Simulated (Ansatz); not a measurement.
Tl₃⁺, relaxed as a singlet with RKS PBE-D4/def2-SVP in Ansatz, starting from the GFN2-xTB geometry. Force threshold 0.02 eV/Å.

In the def2 sets Tl takes a core potential; there is no spin–orbit coupling. The restricted singlet is unstable towards broken spin symmetry at other levels; at PBE-D4/def2-SVP this wasn't settled. At PBE-D4/def2-SVP a triplet of charge 1 lies 0.16 eV below the restricted singlet, each at its own geometry. The structure comes from a short search, and lower isomers may exist.

Start:

```xyz
3

Tl   -0.771   -0.950   -1.026
Tl    1.127    0.996   -0.534
Tl   -0.356   -0.046    1.559
```

```csv
step,energy (eV),largest force component (eV/Å),SCF passes
1,-14080.1275,2.163,39
2,-14080.9672,1.379,85
3,-14081.5652,0.458,32
4,-14081.6548,0.138,29
5,-14081.6646,0.087,27
6,-14081.6725,0.017,26
```

Force components are those of the run's own axes.

End:

```xyz
3

Tl   -1.039   -1.279   -1.377
Tl    1.517    1.342   -0.716
Tl   -0.478   -0.062    2.093
```

Bonds lost: Tl1–Tl2, Tl1–Tl3, Tl2–Tl3 (atoms count from 1).

No frequencies were taken in this run, so the end may be a saddle point.

Hardware: 4 threads of Arm Neoverse V1 on a shared host. Wall time 6 s.
